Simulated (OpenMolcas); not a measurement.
3d3 along the 21-electron sequence

- Program: OpenMolcas 26.06
- Method: CASSCF
- Basis: ANO-RCC-VTZP
- Scalar Hamiltonian: DKH2, point nucleus
- Spin-orbit coupling: RASSI with atomic mean-field integrals over the reference wave functions, term energies averaged over their components

Active space for each ion: 3 electrons in 5 orbitals (3d).

Computed levels in cm-1 above 4F 3/2:

```json
{"Level": "4F 5/2", "V2+": "153", "Cr3+": "245", "Mn4+": "371", "Fe5+": "539", "Co6+": "730", "Ni7+": "979"}
{"Level": "4F 7/2", "V2+": "365", "Cr3+": "580", "Mn4+": "877", "Fe5+": "1268", "Co6+": "1708", "Ni7+": "2278"}
{"Level": "4F 9/2", "V2+": "631", "Cr3+": "1000", "Mn4+": "1504", "Fe5+": "2163", "Co6+": "2898", "Ni7+": "3841"}
{"Level": "4P 1/2", "V2+": "14866", "Cr3+": "17843", "Mn4+": "20470", "Fe5+": "23249", "Co6+": "25747", "Ni7+": "28222"}
{"Level": "4P 3/2", "V2+": "14940", "Cr3+": "17953", "Mn4+": "20621", "Fe5+": "23444", "Co6+": "25977", "Ni7+": "28477"}
{"Level": "2G 7/2", "V2+": "15007", "Cr3+": "18173", "Mn4+": "20932", "Fe5+": "23904", "Co6+": "26600", "Ni7+": "29282"}
{"Level": "4P 5/2", "V2+": "15112", "Cr3+": "18235", "Mn4+": "21065", "Fe5+": "24113", "Co6+": "26914", "Ni7+": "29786"}
{"Level": "2G 9/2", "V2+": "15238", "Cr3+": "18531", "Mn4+": "21456", "Fe5+": "24633", "Co6+": "27543", "Ni7+": "30475"}
{"Level": "2P 1/2", "V2+": "19919", "Cr3+": "24056", "Mn4+": "27669", "Fe5+": "31546", "Co6+": "35059", "Ni7+": "38558"}
{"Level": "weight of 4F in the lowest level (%)", "V2+": "100", "Cr3+": "100", "Mn4+": "100", "Fe5+": "100", "Co6+": "100", "Ni7+": "100"}
```

Measured, with the error of the calculation in %. Measured levels: V2+ from Sugar and Corliss, J. Phys. Chem. Ref. Data 7, 1191 (1978); Cr3+ from Sugar and Corliss, J. Phys. Chem. Ref. Data 6, 317 (1977); Mn4+ from Corliss and Sugar, J. Phys. Chem. Ref. Data 6, 1253 (1977); Fe5+ from Corliss and Sugar, J. Phys. Chem. Ref. Data 11, 135 (1982); Co6+ from Sugar and Corliss, J. Phys. Chem. Ref. Data 10, 1097 (1981); Ni7+ from Corliss and Sugar, J. Phys. Chem. Ref. Data 10, 197 (1981).

```json
{"Level": "4F 5/2", "V2+": "146 (+5.5)", "Cr3+": "236 (+3.8)", "Mn4+": "359 (+3.4)", "Fe5+": "511 (+5.5)", "Co6+": "698 (+4.5)", "Ni7+": "1012 (-3.3)"}
{"Level": "4F 7/2", "V2+": "342 (+6.8)", "Cr3+": "556 (+4.5)", "Mn4+": "835 (+5.0)", "Fe5+": "1188 (+6.7)", "Co6+": "1610 (+6.1)", "Ni7+": "2184 (+4.3)"}
{"Level": "4F 9/2", "V2+": "584 (+8.1)", "Cr3+": "946 (+5.8)", "Mn4+": "1412 (+6.5)", "Fe5+": "2001 (+8.1)", "Co6+": "2723 (+6.4)", "Ni7+": "3721 (+3.2)"}
{"Level": "4P 1/2", "V2+": "11514 (+29.1)", "Cr3+": "14059 (+26.9)", "Mn4+": "16434 (+24.6)", "Fe5+": "18738 (+24.1)", "Co6+": "21096 (+22.0)", "Ni7+": "23261 (+21.3)"}
{"Level": "4P 3/2", "V2+": "11592 (+28.9)", "Cr3+": "14177 (+26.6)", "Mn4+": "16595 (+24.3)", "Fe5+": "18942 (+23.8)", "Co6+": "21304 (+21.9)", "Ni7+": "23710 (+20.1)"}
{"Level": "2G 7/2", "V2+": "11966 (+25.4)", "Cr3+": "15052 (+20.7)", "Mn4+": "17892 (+17.0)", "Fe5+": "20616 (+15.9)", "Co6+": "", "Ni7+": ""}
{"Level": "4P 5/2", "V2+": "11770 (+28.4)", "Cr3+": "14471 (+26.0)", "Mn4+": "17049 (+23.6)", "Fe5+": "19611 (+23.0)", "Co6+": "22187 (+21.3)", "Ni7+": "24669 (+20.7)"}
{"Level": "2G 9/2", "V2+": "12187 (+25.0)", "Cr3+": "15402 (+20.3)", "Mn4+": "18399 (+16.6)", "Fe5+": "21315 (+15.6)", "Co6+": "", "Ni7+": ""}
{"Level": "2P 1/2", "V2+": "15580 (+27.9)", "Cr3+": "19519 (+23.2)", "Mn4+": "23082 (+19.9)", "Fe5+": "26496 (+19.1)", "Co6+": "", "Ni7+": ""}
```

The fine-structure level 4F 9/2 changes by a factor of 6.09 from V2+ to Ni7+. Its fourth root runs 5.01, 5.62, 6.23, 6.82, 7.34, 7.87, with steps per unit of Z of 0.61, 0.60, 0.59, 0.52, 0.54; equal steps would mean a (Z - σ)^4 law with constant σ.

4P 1/2 changes by a factor of 1.9 over the same range, with steps per unit of Z of +2980, +2630, +2780, +2500, +2480 cm-1.

Without dynamic correlation excited terms often stand tens of per cent too high (terms of higher spin than the ground term too low), and those without a measured partner can miss by more than the paired ones. Terms from blocks run as CI alone lack orbitals of their own. Measured partners are found by configuration, term and J. A level has none where our copy of the source lacks it or the pairing is in doubt (some pairs that miss far off the trend of their configuration count as doubtful), and it then counts in no deviation. Only configurations of the active space appear.
